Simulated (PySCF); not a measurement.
# How methods differ on the ionisation energy of Pb+

Pb+ [Xe] 4f14 5d10 6s2 6p1 [6p1/2^1, M_J = 1/2] → Pb(2+) [Xe] 4f14 5d10 6s2, as a difference of total energies. Calculation: PySCF 2.14, in x2c-SVPall-2c (7s11p7d2f, 89 functions); the two-component X2C-1e Hamiltonian. Correlated levels: [Kr] 4d10 4f14 frozen; the 22 highest virtual spinors dropped. "Screened" scales the spin-orbit matrix elements by Boettger's factors to mimic the two-electron term; Breit and QED terms are absent.

```csv
method,ionisation energy (eV)
GHF (spin-free),13.162
GMP2 (spin-free),13.293
GHF (screened spin-orbit),14.502
GMP2 (screened spin-orbit),14.528
```

How much does correlation contribute at GMP2 (screened spin-orbit)?

14.528 − (14.502) = 0.026 eV, measured against GHF (screened spin-orbit).

The spin-free rows lack the spin-orbit shift.

Errors of the correlated levels include the incompleteness of this basis and the frozen core.

For comparison: 15.032 eV (measured; NIST Atomic Spectra Database, ionization energies).
